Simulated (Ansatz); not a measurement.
Breaking the Pb1–H2 bond in CH4OPb (SMILES C[O][PbH]) (multiplicity 1 held, fragments rigid). Energies count from the point at 1.878 Å.
Geometry at that point (charge 0, multiplicity 1):
```xyz
7

Pb    -0.181    -0.246     0.340
H     -1.228    -0.742    -1.138
O      1.005     1.069    -0.779
C      0.897     1.349    -2.156
H      0.711     2.418    -2.306
H      1.837     1.100    -2.662
H      0.088     0.788    -2.639
```

R- and RO- levels are restricted; in cc, def2 and unpolarised 6-31G sets they are followed outwards from rest. U- levels take the lowest unrestricted solution at each point, which mixes spins at long bonds. Active spaces are followed from a long bond inwards. Levels need not reach the same state.

Correlated levels freeze the cores. Filled d and f shells under p-block atoms count as core.

Programs: Ansatz (Gaussian basis) for Hartree–Fock, density functionals and correlated methods. Values without a source in brackets are computed. In def2 rows elements past Kr take small-core potentials, without spin–orbit coupling.

Energies in kcal/mol.

```tsv
R (Å)	R-HF/def2-SVP	R-MP2/def2-SVP	R-CCSD/def2-SVP	U-CCSD/def2-SVP	FIC-MRCISD on CASSCF(2,2)/def2-SVP	FIC-MRCISD+Q on CASSCF(2,2)/def2-SVP
1.503	23.6	24.9	25.4	25.4	25.7	25.6
1.690	4.0	4.7	5.0	5.0	5.1	5.0
1.878	0.0	0.0	0.0	0.0	0.0	0.0
2.066	3.8	3.1	2.7	2.7	2.5	2.6
2.254	11.4	10.0	9.0	9.0	8.6	8.7
2.536	25.4	23.0	20.6	21.0	19.8	20.0
2.817	40.0	36.2	32.1	32.9	30.6	30.9
3.287	62.2	55.5	47.1	47.7	44.3	44.7
3.757	80.7	70.2	56.2	54.1	51.7	52.3
4.320	98.4	81.3	61.1	56.1	55.2	55.8
5.071	115.5	86.0	63.0	56.5	56.4	57.0
6.011	128.6	79.9	63.4	56.6	56.6	57.3
```

Doubts at one or more of the structures used: a restricted determinant that unrestricted orbitals would lower (R-HF/def2-SVP, R-MP2/def2-SVP, R-CCSD/def2-SVP); other coupled-cluster roots lie near (R-CCSD/def2-SVP); T1 above 0.05 (R-CCSD/def2-SVP, U-CCSD/def2-SVP); a spin-contaminated determinant (U-CCSD/def2-SVP).

Ansatz is a first-principles code.
